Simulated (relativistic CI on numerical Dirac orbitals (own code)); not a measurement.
What each ingredient does to the levels of Sc VIII

Base calculation: Dirac-Coulomb-Breit CI, orbitals from a KLI potential per configuration, QED by a radiative potential, unscaled Slater integrals.

Configuration list (outside the closed core [Ne]): 3s²3p², 3s3p³, 3s²3p3d, 3p⁴, 3s3p²3d, 3p³3d, 3s3p3d², 3s²3p4s, 3s²3p4p, 3s²3d4p, 3p³4s, 3s²3p4d, 3p³4p, 3s3p²4s, 3s3p3d4s, 3s²3p4f, 3s3p²4p, 3s²3p5s, 3s²3p5p, 3s²4s4p, 3s3p²4d, 3s²3p5d, 3s²3p5f, 3s²3p5g, 3p²3d4p, 3s3p²4f, 3s²3p6s, 3s3p4s², 3s²3p6p, 3s²3d², 3s3d³, 3p²3d², 3p3d³, 3p3d²4s, 3p3d²4p, 3p3d²4d, 3s²3d4s, 3s3d²4s, 3s3p3d4p, 3s3d²4p, 3s3d4s4p, 3s3d4p², 3s3d4p4d, 3s²4s², 3s3d4s², 3p²3d4s, 3p3d4s², 3p3d4s4p, 3p3d4s4d, 3s²4p². Double excitations out of closed p, d and f shells are left out; levels of such configurations are missing from the list, as are those of other unlisted configurations, and high levels can miss mixing partners. These lack a partner that the ground configuration has and come out too high: 3s3p²4d, 3s3p²4f, 3s²3p4f, 3s²3p5s, 3s²3p5p.

The lowest level and the first level of each name with at least 55 % of one term (blank where a level has no safe partner in the second run):

```tsv
Level	Base (cm⁻¹)	Shift (cm⁻¹)
3s²3p² ³P0	0	0
3s²3p² ³P1	2215	-7
3s²3p² ³P2	5451	-14
3s²3p² ¹D2	26958	-13
3s²3p² ¹S0	58583	-7
3s3p³ ⁵S°2	125740	+207
3s3p³ ³D°1	179615	+184
3s3p³ ³D°2	179699	+185
3s3p³ ³D°3	180158	+183
3s3p³ ³P°0	208974	+184
3s3p³ ³P°1	209035	+183
3s3p³ ³P°2	209067	+182
3s3p³ ³S°1	279167	+224
3s²3p3d ³F°2	281306	-5
3s²3p3d ³F°3	283239	-10
3s²3p3d ³F°4	285961	-18
3s3p³ ¹P°1	289535	+185
3s²3p3d ³P°2	325944	+35
3s²3p3d ³P°1	328336	+15
3s²3p3d ³P°0	329404	+12
3s²3p3d ³D°1	336989	+19
3s²3p3d ³D°2	337836	+16
```

At this charge configurations can still be misplaced by up to about 7 % of their energy. 24 of the 25 excited levels that our extract of the measured tables holds in this range could be paired (the sources list more); they are missed by 3851 cm⁻¹ on average and 11648 at most, and levels without a partner can miss by more.

(1) One thing was changed in a second run, which moved the levels as shown. Which?
A. Breit term removed
B. QED terms removed
C. non-relativistic limit
D. configuration mixing switched off

Answers

(1) B. QED terms removed. QED shifts follow the density of s (and p1/2) electrons at the nucleus, so configurations move by their count of such electrons; where none moves, the smaller shifts of p3/2 electrons and of j = l + 1/2 against j = l − 1/2 set the pattern.

LS names give the leading component of a level, which can be under half, so a name can repeat, a term be missing and a line seem to break the LS rules.
